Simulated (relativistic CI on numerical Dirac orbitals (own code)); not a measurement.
**Nb+: resonant inelastic scattering at the M2,3 edge**

Computed with this model: Dirac-Coulomb-Breit CI, separate exchange-only KLI orbitals for each configuration, model QED (radiative potential, 1s self-energy scaled to tabulated hydrogen-like ionisation energies), valence Slater integrals scaled by 0.8, Kramers-Heisenberg scattering through one core-hole configuration in a parametric crystal field; configurations [Kr] 4d4 → [Ne] 3s2 3p5 3d10 4s2 4p6 4d5; 300 K; core-hole width 2 eV; summed over polarisations. Incident energies are the highest absorption maxima for each field (at most a few, so the weaker spin-orbit partner edge can be absent), on the computed scale of the free ion. Intensities are in per cent of the strongest line above 0.02 eV; levels within 1 cm⁻¹ are merged; final levels count from the ground level, the first row holds all elastic scattering, lines under 0.4 are left out and each table stops after 24 rows. The scale of the Slater integrals is a model choice and moves the terms in proportion.

Field parameters in Wybourne normalisation: D3d B²₀ = −7Dσ, B⁴₀ = −14Dq − 21Dτ, B⁴₃ = −14√(10/7) Dq; Oh B⁴₀ = 21Dq, B⁴₄ = √(5/14) B⁴₀; Td as Oh with Dq negative (B⁴₀ = 21Dq, B⁴₄ = √(5/14) B⁴₀). The field is a parameter set, without covalency.

S is read from ⟨S²⟩ = S(S + 1).

D3d, 10Dq = 20350, Dσ = -890, Dτ = 140 cm⁻¹:

| Final level (eV) | Degeneracy | Irrep | S | 365.5 eV | 381.3 eV |
| --- | --- | --- | --- | --- | --- |
| 0.000 | 1 | A1 | 1.00 | 2160.0 | 310.7 |
| 0.008 | 1 | A2 | 1.00 | 7.4 | 4.1 |
| 0.031 | 2 | E | 1.00 | 9.5 | 4.8 |
| 0.060 | 2 | E | 1.00 | 41.2 | 12.9 |
| 0.204 | 1 | A1 | 1.00 | 14.9 | 5.4 |
| 0.205 | 2 | E | 1.00 | 30.1 | 19.3 |
| 0.743 | 1 | A1 | 0.02 | 6.1 | 2.8 |
| 0.832 | 2 | E | 0.01 | 15.7 | 6.9 |
| 0.941 | 2 | E | 0.01 | 26.1 | 11.3 |
| 1.185 | 2 | E | 2.00 | 39.2 | 20.6 |
| 1.186 | 1 | A2 | 2.00 | 12.6 | 5.2 |
| 1.188 | 1 | A1 | 2.00 | 19.7 | 8.0 |
| 1.190 | 2 | E | 2.00 | 28.2 | 13.3 |
| 1.192 | 2 | E | 2.00 | 34.8 | 19.1 |
| 1.195 | 2 | A1+A2 | 2.00 | 52.4 | 26.7 |
| 1.734 | 1 | A1 | 0.01 | 17.2 | 5.4 |
| 2.432 | 1 | A1 | 1.00 | 43.5 | 15.5 |
| 2.434 | 2 | E | 1.00 | 100.0 | 19.3 |
| 2.447 | 2 | E | 1.00 | 92.5 | 34.8 |
| 2.459 | 2 | E | 1.00 | 58.7 | 19.7 |
| 2.463 | 1 | A2 | 1.00 | 37.8 | 15.7 |
| 2.467 | 1 | A1 | 1.00 | 28.1 | 11.8 |
| 2.531 | 2 | E | 1.00 | 61.9 | 17.0 |
| 2.537 | 2 | E | 1.00 | 49.5 | 15.4 |

Td, 10Dq = -6700 cm⁻¹:

```
Final level (eV)  Degeneracy  Irrep     S  365 eV  381.1 eV
           0.000           1     A1  1.98  4933.9     508.7
           0.007           3     T1  1.99    85.7      30.9
           0.012           3     T2  1.99   143.2      27.7
           0.047           2      E  1.99    98.5      15.1
           0.050           3     T1  2.00   100.0      18.8
           0.076           3     T2  2.00    68.2      31.7
           0.372           1     A1  0.36    17.3       3.5
           0.583           3     T1  1.02    88.4      24.4
           0.609           2      E  1.00    31.6      12.1
           0.615           3     T2  1.01    58.1      18.6
           0.616           1     A1  0.86    27.8       7.1
           0.846           1     A2  1.35     7.8       8.4
           0.859           3     T2  1.67    36.9      19.8
           0.866           3     T1  1.93    74.8      13.2
           0.867           2      E  1.96    43.5       8.8
           0.867           1     A1  1.99    32.9       5.3
           0.879           1     A2  1.75    15.8       1.1
           0.884           3     T2  1.45    45.6       6.7
           0.895           3     T1  1.06    29.8       9.8
           0.910           2      E  1.06    18.8       5.9
           1.123           3     T1  0.26     6.0       4.1
           1.312           2      E  1.01     9.7       4.4
           1.316           3     T2  1.00    18.7       8.8
           1.321           1     A1  1.01     8.8       5.6
```

Oh, 10Dq = 10900 cm⁻¹:

```
Final level (eV)  Degeneracy  Irrep     S  364.6 eV  380.4 eV
           0.000           1     A1  1.78    2564.7     205.4
           0.014           3     T1  1.86      20.5      10.4
           0.028           2      E  1.94      51.2      24.3
           0.035           3     T2  1.96      64.1      26.5
           0.043           1     A2  2.00      22.4       7.7
           0.155           1     A1  1.31      20.6       4.5
           0.167           3     T1  1.21      37.2      20.8
           0.187           3     T2  1.06      16.6      21.2
           0.195           2      E  1.10      11.7       8.4
           0.842           3     T2  0.05       7.6       6.5
           0.933           2      E  0.04       8.3       6.3
           1.292           1     A1  1.37      40.0      10.5
           1.313           3     T1  1.03      17.2       8.2
           1.316           3     T1  1.49     100.0      14.6
           1.318           3     T2  1.02      11.7       8.7
           1.347           3     T2  1.77      73.1       7.8
           1.355           2      E  1.60      24.4      16.4
           1.363           3     T1  1.67      16.2      21.3
           1.395           3     T2  1.77      12.4      22.1
           1.407           1     A1  1.70       9.1       1.9
           1.409           3     T1  1.59      28.5       6.0
           1.412           2      E  1.06      13.2       5.6
           1.426           3     T2  1.31      19.4       4.5
           1.472           1     A2  1.00       2.4       1.1
```

For the first field the strongest loss at the lowest incident energy is the level at 2.43 eV (S = 1.00, against 1.00 in the thermal ground state). Levels of other spin, the first over 8 % at 0.83 eV, appear because spin-orbit coupling of the core hole, and in heavier ions of the valence shell too, mixes spins.
